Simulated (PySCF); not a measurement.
## NMR data sheet: C6H9NOSi

| Property | Result |
| --- | --- |
| Formula | C6H9NOSi |
| SMILES | C[C@@H]1[SiH2]OCC=C1C#N |
| Point group of the computed structure | C1 |
| Degrees of unsaturation | 4 |
| Carbon signals | 6 |
| Proton signals | 7 |

Bonds (- single, = double, # triple, : aromatic): C1-C2, C2-Si3, Si3-O4, O4-C5, C5-C6, C6=C7, C7-C8, C8#N9, C7-C2. C1 carries H10, H11, H12; C2 carries H13; Si3 carries H14, H15; C5 carries H16, H17; C6 carries H18. Stereochemistry as in C[C@@H]1[SiH2]OCC=C1C#N. H14, H16 are cis to C1 on the ring; H15, H17 are trans to C1 on the ring.

[PySCF 2.14: PBE0/pcSseg-1 with gauge-including orbitals; structure optimised with GFN2-xTB; a single conformation; isolated molecule; fast rotation and ring inversion assumed for equivalent nuclei; non-relativistic]

References, each an isolated molecule treated in the same way: TMS for ¹H, ¹³C, ²⁹Si; NH3 for ¹⁵N; H2O for ¹⁷O.

| carbon | δC, type | δH (multiplicity) | HMBC from (2–3 bonds) | span of the C tensor (ppm) |
| --- | --- | --- | --- | --- |
| C1 | 20.3, CH3 | 1.41 (m) | H15, H14, H13 | 33 |
| C2 | 21.3, CH | 1.54 (m) | H18, H15, H14, H10/H11/H12 | 37 |
| C5 | 67.8, CH2 | H16 5.06 (m); H17 4.92 (m) | H18, H15, H14 | 52 |
| C6 | 151.8, CH | 6.53 (m) | H16, H17, H13 | 240 |
| C7 | 122.1, C | – | H18, H15, H16, H17, H14, H13, H10/H11/H12 | 200 |
| C8 | 124.5, C | – | H18, H13 | 355 |

Other nuclei:
```
atoms  nucleus                                                 environment  δ (ppm)  σ (ppm)
  H15       ¹H  hydrogen on a silicon bonded to C, O, in a 6-membered ring     5.16    26.56
  H14       ¹H  hydrogen on a silicon bonded to C, O, in a 6-membered ring     4.76    26.96
  Si3     ²⁹Si           silicon bonded to C, O, 2 H, in a 6-membered ring    -23.8    372.9
   N9      ¹⁵N                                            nitrile nitrogen    309.8    -42.1
   O4      ¹⁷O                oxygen bonded to C, Si, in a 6-membered ring      2.2    333.9
```

Carbon types of the structure: 2 × C, 2 × CH, 1 × CH2, 1 × CH3, leaving 2 H on heteroatoms. δC 151.8: alkene CH; the olefinic region. δC 124.5: nitrile carbon; typical of a nitrile. δC 122.1: fully substituted alkene carbon; the olefinic region. δC 67.8: allylic sp3 CH2 bonded to O; pulled downfield by the heteroatom. δH 5.06, 4.92: hydrogen on an allylic sp3 CH2 bonded to O; its carbon carries O, hence the downfield position.

Shifts are as computed. Against solution values, carbons near 30 ppm lie about +3 ppm off and those near 130 ppm about +5 ppm. Of 1309 compounds with measured shifts, 239 miss one by over three times the rms of a fit or turn the order of signals round; such compounds aren't used in these exercises. Experimental scales use liquid or dissolved standards, which lie at an offset from isolated NH3 (liquid NH3: subtract about 20 ppm) and H2O (liquid H2O: subtract about 36 ppm). Unscaled 15N shifts of sp2 nitrogen come out 20 to 40 ppm too high even then. Multiplicities follow the n + 1 count of equivalent neighbours, as no J values were calculated; m marks all less simple cases, F and P coupling included.
